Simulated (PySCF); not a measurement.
Work out the structure from these simulated measurements.

Elements present: C, H and Si. Monoisotopic mass: 142.0634 u.

| Quantity | Value |
| --- | --- |
| 13C NMR | chemical shifts (computed TMS as zero) by class: 174.3 (1 C), 142.2 (1 C), 46.1 (1 C), 30.5 (2 C), 20.6 (1 C) ppm [GIAO PBE0/pcSseg-1] |
| Polarisability | 128.7 au [PBE0/def2-SVPD] |
| Dipole | 0.79 D [PBE0/def2-SVPD] |
| XPS | Si2p3/2 106.4, Si2p3/2 106.5, C1s 289.6, C1s 290.0, C1s 290.4 (×2), C1s 290.5, C1s 290.5, Si1s 1846.2, Si1s 1846.2 eV [ΔSCF SCAN, pcX-2 on the ionised atom, pcseg-1 elsewhere, spin-free X2C, 2p3/2 from a spin–orbit splitting computed afterwards within the 2p shell] |
| Triplet | lowest triplet excitation (Tamm–Dancoff): 3.75 eV [TDA PBE0/def2-SVPD] |
| Rotational structure | rotational constants A, B, C: 1.541, 1.019, 0.684 GHz [PBE0-D3(BJ)/def2-SVP] |
| NMR, other nuclei | isotropic shieldings of nuclei other than C and H, by class: 420 (1 Si), 439 (1 Si) ppm [GIAO PBE0/pcSseg-1] |
| Valence photoelectron | vertical ionisation energy: 9.12 eV [ΔSCF PBE0/def2-SVPD] |
| 1H NMR | chemical shifts (computed TMS as zero) by class: 6.52 (1 H), 4.28 (3 H), 4.15 (3 H), 3.10 (1 H), 2.07 (2 H), 2.03 (2 H), 1.90 (1 H), 1.71 (1 H) ppm [GIAO PBE0/pcSseg-1] |
| UV, strongest line | among the 10 lowest singlet transitions: S2 at 5.92 eV (209 nm, f = 0.367) [TDDFT PBE0/def2-SVPD] |

Gas-phase values; electronic properties from PySCF, density fitting. Levels stand in brackets. One conformer (not necessarily the lowest) at the PBE0-D3(BJ)/def2-SVP geometry, without solvent, vibrations or thermal averaging. NMR values are class means; diastereotopic atoms form classes of their own.

Question: Which formula fits the mass and the elements?

Answer: C6H14Si2 (calculated 142.0634). No other formula that holds each of these elements comes within 0.0003 u with a fitting electron parity and a possible valence count.

Question: Give a SMILES that accounts for the data.

Answer: Numbering: `[SiH3:1]/[CH:2]=[C:3](/[SiH3:4])[CH:5]1[CH2:6][CH2:7][CH2:8]1`. Its formula, C6H14Si2, gives 2 degrees of unsaturation: 1 ring and 1 π bond in the structure found. 6 carbons fall into 5 classes; from least to most shielded: fully substituted alkene carbon [C3] (174.3 ppm), alkene CH carbon [C2] (142.2 ppm), allylic carbon [C5] (46.1 ppm), four-membered-ring carbon [C6/C8] (30.5 ppm, 2 C), four-membered-ring carbon [C7] (20.6 ppm). Hydrogen classes from least to most shielded: 1 H on an alkene CH carbon, C2 (6.52 ppm), 3 H on an SiH3 silicon, Si4 (4.28 ppm, a mean of values up to 0.7 ppm apart in this geometry), 3 H on an SiH3 silicon, Si1 (4.15 ppm), 1 H on an allylic carbon, C5 (3.10 ppm), 2 H on 2 four-membered-ring carbons, C6/C8 (2.07 ppm), 2 H on 2 four-membered-ring carbons, C6/C8 (2.03 ppm), 1 H on a four-membered-ring carbon, C7 (1.90 ppm), 1 H on a four-membered-ring carbon, C7 (1.71 ppm). The other shieldings belong to: 420 ppm, SiH3 silicon [Si4]; 439 ppm, SiH3 silicon [Si1]. The core levels belong to: Si2p3/2 106.4 eV, SiH3 silicon [Si1]; Si2p3/2 106.5 eV, SiH3 silicon [Si4]; C1s 289.6 eV, alkene CH carbon [C2]; C1s 290.0 eV, fully substituted alkene carbon [C3]; C1s 290.4 eV, four-membered-ring carbon [C6/C8]; C1s 290.5 eV, four-membered-ring carbon [C7]; C1s 290.5 eV, allylic carbon [C5]; Si1s 1846.2 eV, SiH3 silicon [Si1]; Si1s 1846.2 eV, SiH3 silicon [Si4]. One atom of each topological class was ionised and stands for its class. The hole state at 290.0 eV has ⟨S²⟩ = 0.84 against 0.75, so that value is less sure. The first electron is taken from the HOMO, whose largest Löwdin shares are 0.32 on the alkene CH carbon, 0.26 on the fully substituted alkene carbon, 0.07 on the allylic carbon and 0.06 on a four-membered-ring carbon. The optimised geometry has point group C1 and is an asymmetric top. Structure: `C1CC(/C(=C\[SiH3])[SiH3])C1`. Computed isomers that give other values at the same levels: `CC(C)(C)[SiH2]C#C[SiH3]` (13C chemical shifts (computed TMS as zero) by class: 120.6 (1 C), 112.9 (1 C), 27.8 (3 C), 18.2 (1 C) ppm); `C1C[SiH]2CC[SiH]1CC2` (13C chemical shifts (computed TMS as zero) by class: 4.6 (6 C) ppm); `C1C[SiH2][Si@@H](C2CC2)C1` (13C chemical shifts (computed TMS as zero) by class: 27.0 (1 C), 15.9 (1 C), 11.9 (1 C), 6.4 (1 C), 3.4 (1 C), -6.9 (1 C) ppm). The assignments are read from this structure; whether some other isomer fits the data as well wasn't checked.

Shape of the structure used: `[SiH3:1]/[CH:2]=[C:3](/[SiH3:4])[CH:5]1[CH2:6][CH2:7][CH2:8]1`: C2–C3–C5–C6 -146°.
